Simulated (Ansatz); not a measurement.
`[O]=[Mo]([OH])([OH])([F])[Cl]` + H–F → `[O]=[Mo]([OH])([F])([F])[Cl]` + H₂O at 700 K and 1 bar (ligand exchange at a Mo–O bond).

Calculated with Ansatz (gas phase, PBE0-D4/def2-TZVP geometries, no zero-point term in ΔE). CCSD(T)/CBS adds triple-zeta CCSD(T) − MP2 to the extrapolated MP2 energy (def2 sets, frozen cores). This one scheme is used for every species. Elements past krypton have def2 core potentials. For Mo outer-core shells are correlated without core-valence functions, which leaves a few kJ/mol of doubt a bond. One conformer a species, not always the lowest.

```
                        species  CCSD(T)/CBS energy (Eh)  H − E (kJ/mol)  S (J/(mol·K))
`[O]=[Mo]([OH])([OH])([F])[Cl]`               -854.60163           172.0          492.7
                            H–F               -100.39570            45.2          198.5
 `[O]=[Mo]([OH])([F])([F])[Cl]`               -878.62404           135.5          479.9
                            H₂O                -76.37941            80.5          218.4
```

H − E and S are ideal-gas, rigid-rotor, harmonic terms from PBE0-D4/def2-TZVP, for one conformer and one mirror image of each species. 1 Eh = 2625.50 kJ/mol, R = 8.31446 J/(mol·K).

**Question.** By hand: ΔE, ΔH, ΔS and ΔG.

**Answer.** ΔE = (-878.62404) + (-76.37941) − (-854.60163) − (-100.39570) = -0.00612 Eh = -16.1 kJ/mol. Δ(H − E) = 135.5 + 80.5 − 172.0 − 45.2 = -1.2, so ΔH = -17.3 kJ/mol. ΔS = 479.9 + 218.4 − 492.7 − 198.5 = 7.1 J/(mol·K). ΔG = -17.3 − 700 × (7.1)/1000 = -22.3 kJ/mol.

**Question.** By hand: the equilibrium constant, and the temperature at which ΔG would vanish if ΔH and ΔS stayed fixed.

**Answer.** log₁₀ K = −ΔG/(RT ln 10) = 1.7. ΔH and −TΔS have one sign here, so there is no such temperature.

The number of gas molecules stays the same, so ΔS is small and ΔH decides. A doubt of 5 kJ/mol in ΔE shifts log₁₀ K by 0.4 here. Other conformers and mirror images would add mixing entropy, several J/(mol·K) or more a flexible species. These are equilibria of isolated gas molecules and say nothing of rates. Largest T1 diagnostic: 0.024 (customary marks: 0.02 for closed shells, 0.045 for open ones).

ΔS is within the doubt of such terms, so its sign, and with it that verdict, could turn.
